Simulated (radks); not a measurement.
Q: Successive ionisation energies (eV) of one element, from differences of total energies of ions in their ground configurations, starting at charge 27: 1527.3, 1608.2, 1690.5, 1774.3, 1859.5, 1946.0, 2215.1, 2293.7. All-electron calculation, Dirac Kohn-Sham, PBE, spin-unpolarised, spherical densities, point nucleus; open shells are shared between the two j in proportion to 2j + 1. Program: a radial shooting solver on a logarithmic mesh with Libxc functionals. Which element is it?

A: Antimony (Z = 51). The first species listed is Sb27+ in [Ar] 3d6, the last Sb34+ in [Ne] 3s2 3p5.
